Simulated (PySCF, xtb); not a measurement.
C3H3, SMILES [CH2]C#C, multiplicity 2.

Harmonic wavenumbers (cm⁻¹) from GFN2-xTB in xtb at its own minimum, in rising order: 288, 338, 487, 608, 656, 967, 1153, 1383, 2105, 3107, 3135, 3395.

Question: What does r2SCAN-D4/def2-TZVP (PySCF) give at its own minimum? (Estimate from the structure and the level; the computed values follow.)

Answer: 351, 400, 426, 604, 688, 1026, 1100, 1450, 2003, 3147, 3238, 3471. Paired by order, the mean absolute difference is 60 cm⁻¹ and the zero-point energies are 25.2 and 25.6 kcal/mol.
